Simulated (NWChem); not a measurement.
Everything below was run with NWChem. System: BrFPb, charge 0, spin multiplicity 1, displaced from the optimised geometry. The structure started from a generated list of species. Level: B3LYP/def2-SVP with def2 effective core potentials on Pb, VWN1-RPA local correlation, spin-restricted.

The NWChem input:

```
start mol
memory heap 200 mb stack 800 mb global 1000 mb
geometry units angstroms nocenter noautoz noautosym
  Pb    -0.566937    -0.453266     0.000000
  F      0.905706    -2.204259     0.000000
  Br     1.129783     1.587814     0.000000
end
basis spherical
  * library def2-svp
end
ecp
  Pb library def2-ecp
end
dft
  xc b3lyp
  semidirect memsize 60000000 filesize 0
  iterations 100
end
task dft energy
```

Part of the output:

```
             Northwest Computational Chemistry Package (NWChem) 7.3.0
             --------------------------------------------------------

                                NWChem Input Module
                                -------------------

 Scaling coordinates for geometry "geometry" by  1.889725989
 (inverse scale =  0.529177249)

                             Geometry "geometry" -> ""
                             -------------------------

 Output coordinates in angstroms (scale by  1.889725989 to convert to a.u.)

  No.       Tag          Charge          X              Y              Z
 ---- ---------------- ---------- -------------- -------------- --------------
    1 Pb                  82.0000    -0.56693700    -0.45326600     0.00000000
    2 F                    9.0000     0.90570600    -2.20425900     0.00000000
    3 Br                  35.0000     1.12978300     1.58781400     0.00000000

 Effective nuclear repulsion energy (a.u.)     786.7717668165

            Nuclear Dipole moment (a.u.)
            ----------------------------
        X                 Y               Z
 ---------------- ---------------- ----------------
     2.2769780868    -2.7073216067     0.0000000000


 Summary of "ao basis" -> "" (spherical)
 ------------------------------------------------------------------------------
       Tag                 Description            Shells   Functions and Types
 ---------------- ------------------------------  ------  ---------------------
 *                          def2-svp                  on all atoms

                                 NWChem DFT Module
                                 -----------------

 Summary of "ao basis" -> "ao basis" (spherical)
 ------------------------------------------------------------------------------
       Tag                 Description            Shells   Functions and Types
 ---------------- ------------------------------  ------  ---------------------
 Pb                         def2-svp                10       26   4s4p2d
 F                          def2-svp                 6       14   3s2p1d
 Br                         def2-svp                12       32   5s4p3d

 Summary of "ao basis" -> "ao basis" (spherical)
 ------------------------------------------------------------------------------
       Tag                 Description            Shells   Functions and Types
 ---------------- ------------------------------  ------  ---------------------
 Pb                         def2-svp                10       26   4s4p2d
 F                          def2-svp                 6       14   3s2p1d
 Br                         def2-svp                12       32   5s4p3d

            General Information
            -------------------
          SCF calculation type: DFT
          Wavefunction type:  closed shell.
          No. of atoms     :     3
          No. of electrons :    66
           Alpha electrons :    33
            Beta electrons :    33
          Charge           :     0
          Spin multiplicity:     1
          Use of symmetry is: off; symmetry adaption is: off
          Maximum number of iterations: 100
          AO basis - number of functions:    72
                     number of shells:    28
          Convergence on energy requested:  1.00D-06
          Convergence on density requested:  1.00D-05
          Convergence on gradient requested:  5.00D-04

              XC Information
              --------------
                         B3LYP Method XC Potential
[...]
 ---------------- ----- ----------------- --------- --------- ---------  ------
 d= 0,ls=0.0,diis     1  -2866.5004223193 -3.11D+03  5.50D-02  1.02D+00     4.1
 d= 0,ls=0.0,diis     2  -2860.4907963210  6.01D+00  4.77D-02  4.20D+01     4.5
 d= 0,ls=0.0,diis     3  -2866.5347034853 -6.04D+00  1.58D-02  6.85D-01     4.9
 d= 0,ls=0.0,diis     4  -2866.6207441547 -8.60D-02  5.17D-03  2.15D-01     5.3
 d= 0,ls=0.0,diis     5  -2866.6493610949 -2.86D-02  1.21D-03  7.54D-03     5.7
  Resetting Diis
 d= 0,ls=0.0,diis     6  -2866.6503520883 -9.91D-04  3.71D-04  4.48D-04     6.1
 d= 0,ls=0.0,diis     7  -2866.6504499352 -9.78D-05  1.04D-04  1.33D-05     6.5
 d= 0,ls=0.0,diis     8  -2866.6504453561  4.58D-06  6.63D-05  5.55D-05     6.9
 d= 0,ls=0.0,diis     9  -2866.6504513781 -6.02D-06  1.61D-05  1.69D-06     7.4
 d= 0,ls=0.0,diis    10  -2866.6504515342 -1.56D-07  5.72D-06  1.62D-07     7.8

         Total DFT energy =    -2866.650451534186
      One electron energy =    -4544.465263320155
           Coulomb energy =     1552.595223669956
    Exchange-Corr. energy =     -117.973688079801
 Nuclear repulsion energy =      243.193276195815

 Numeric. integr. density =       66.000008113569

     Total iterative time =      6.1s

                       DFT Final Molecular Orbital Analysis
                       ------------------------------------

 Vector   31  Occ=2.000000D+00  E=-2.917077D-01
              MO Center=  7.1D-01, -4.2D-01,  5.8D-08, r^2= 4.8D+00
   Bfn.  Coefficient  Atom+Function         Bfn.  Coefficient  Atom+Function
  ----- ------------  ---------------      ----- ------------  ---------------
    30      0.425245  2 F  px                56     -0.387875  3 Br py
    53     -0.331493  3 Br py                33     -0.309945  2 F  px
    50      0.221985  3 Br py                 3     -0.205821  1 Pb s
    11      0.204619  1 Pb px                 4     -0.175371  1 Pb s
    31      0.167715  2 F  py                 1      0.148590  1 Pb s

 Vector   32  Occ=2.000000D+00  E=-2.898762D-01
              MO Center=  1.0D+00,  1.1D+00, -2.2D-08, r^2= 2.9D+00
   Bfn.  Coefficient  Atom+Function         Bfn.  Coefficient  Atom+Function
  ----- ------------  ---------------      ----- ------------  ---------------
    57      0.562966  3 Br pz                54      0.486579  3 Br pz
    51     -0.326183  3 Br pz                32      0.223292  2 F  pz
    35     -0.165788  2 F  pz                48      0.106057  3 Br pz
    13      0.089952  1 Pb pz                16      0.059619  1 Pb pz
    18     -0.059811  1 Pb d -1              23      0.046906  1 Pb d -1

 Vector   33  Occ=2.000000D+00  E=-2.818711D-01
              MO Center=  1.0D+00,  1.0D+00,  1.9D-08, r^2= 3.2D+00
   Bfn.  Coefficient  Atom+Function         Bfn.  Coefficient  Atom+Function
  ----- ------------  ---------------      ----- ------------  ---------------
    55      0.498902  3 Br px                52      0.434200  3 Br px
    49     -0.289954  3 Br px                56     -0.262738  3 Br py
    53     -0.228311  3 Br py                31      0.183349  2 F  py
     3      0.151791  1 Pb s                 50      0.152358  3 Br py
    30     -0.141678  2 F  px                34     -0.134528  2 F  py

 Vector   34  Occ=0.000000D+00  E=-1.276154D-01
              MO Center= -4.7D-01, -3.7D-01,  3.5D-09, r^2= 3.8D+00
   Bfn.  Coefficient  Atom+Function         Bfn.  Coefficient  Atom+Function
  ----- ------------  ---------------      ----- ------------  ---------------
    13      0.600098  1 Pb pz                16      0.524797  1 Pb pz
    57     -0.230320  3 Br pz                10     -0.197546  1 Pb pz
     7     -0.191546  1 Pb pz                32      0.162515  2 F  pz
    54     -0.159958  3 Br pz                35     -0.134632  2 F  pz
    51      0.106325  3 Br pz                25      0.045922  1 Pb d  1

 Vector   35  Occ=0.000000D+00  E=-6.101795D-02
              MO Center= -5.1D-01, -3.3D-01, -1.3D-09, r^2= 4.4D+00
   Bfn.  Coefficient  Atom+Function         Bfn.  Coefficient  Atom+Function
  ----- ------------  ---------------      ----- ------------  ---------------
    14      0.592080  1 Pb px                 3      0.458444  1 Pb s
    11      0.452883  1 Pb px                56      0.257774  3 Br py
    15     -0.256127  1 Pb py                31      0.219314  2 F  py
     1     -0.192004  1 Pb s                 29     -0.192946  2 F  s
    34     -0.181188  2 F  py                12     -0.167248  1 Pb py

 Vector   36  Occ=0.000000D+00  E=-4.946407D-02
              MO Center= -5.4D-01, -3.5D-01, -4.0D-09, r^2= 4.9D+00
   Bfn.  Coefficient  Atom+Function         Bfn.  Coefficient  Atom+Function
  ----- ------------  ---------------      ----- ------------  ---------------
    15      0.693237  1 Pb py                12      0.484580  1 Pb py
    55      0.345089  3 Br px                14      0.302488  1 Pb px
    56      0.301998  3 Br py                45     -0.300024  3 Br s
    11      0.192090  1 Pb px                 3      0.184685  1 Pb s
    52      0.185090  3 Br px                44     -0.178937  3 Br s

 center of mass
 --------------
 x =  -0.06412784 y =  -0.05698016 z =   0.00000000

 moments of inertia (a.u.)
 ------------------
        1200.735226610410        -566.238065619829           0.000000000000
        -566.238065619829         657.377808623625           0.000000000000
           0.000000000000           0.000000000000        1858.113035234035

     Multipole analysis of the density
     ---------------------------------

     L   x y z        total         alpha         beta         nuclear
     -   - - -        -----         -----         ----         -------
     0   0 0 0      0.000000    -33.000000    -33.000000     66.000000

     1   1 0 0     -1.972529    -34.265421    -34.265421     66.558313
     1   0 1 0      0.322606    -24.181492    -24.181492     48.685591
     1   0 0 1     -0.000000     -0.000000     -0.000000      0.000000

     2   2 0 0    -37.548808   -124.349802   -124.349802    211.150796
     2   1 1 0      2.651282    -88.793204    -88.793204    180.237689
     2   1 0 1     -0.000000     -0.000000     -0.000000      0.000000
     2   0 2 0    -44.967746   -266.189526   -266.189526    487.411306
     2   0 1 1     -0.000000     -0.000000     -0.000000      0.000000
     2   0 0 2    -34.704025    -17.352013    -17.352013      0.000000

 Task  times  cpu:        7.8s     wall:        7.8s

 Total times  cpu:        7.8s     wall:        7.8s
```
